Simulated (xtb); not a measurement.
xtb input:

```bash
xtb mol.xyz --gfn 2 --sp --chrg 0 --uhf 0
```
mol.xyz:
```
10

C      1.78439175    -0.45800610    -1.54139408
Ga     0.00377638    -0.07365425    -0.79401887
C     -1.76937462     0.16511298    -1.61609727
Br    -0.00731434     0.14265848     1.53790882
H      1.75905821    -0.55325490    -2.62648625
H      2.47157281     0.34328056    -1.26596535
H      2.16547183    -1.38344342    -1.10724795
H     -1.73372571     0.05917149    -2.69990753
H     -2.45982331    -0.57244197    -1.20447558
H     -2.15372233     1.15428201    -1.36319298
```

Q: What final total energy does it print?

A: -12.65767 Eh (GFN2-xTB).
